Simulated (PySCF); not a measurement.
Ionisation energy of As³⁺ by level of theory

As³⁺ [Ar] 3d10 4s2 → As⁴⁺ [Ar] 3d10 4s1 [4s1/2^1, M_J = 1/2], as a difference of total energies. All numbers are calculated (PySCF 2.14, the two-component X2C-1e Hamiltonian, in x2c-SVPall-2c). Correlated levels: [Ne] frozen. "Screened" scales the spin-orbit matrix elements by Boettger's factors to mimic the two-electron term; Breit and QED terms are absent.

| method | ionisation energy (eV) | error (eV) |
| --- | --- | --- |
| GHF (screened spin-orbit) | 47.875 | -2.275 |
| GMP2 (screened spin-orbit) | 48.805 | -1.345 |

Reference: 50.15 ± 0.06 eV (measured; NIST Atomic Spectra Database, ionization energies).

Errors of the correlated levels include the incompleteness of this basis and the frozen core.

MP2 underrates the near-degeneracy of ns² with np² in the lower species.
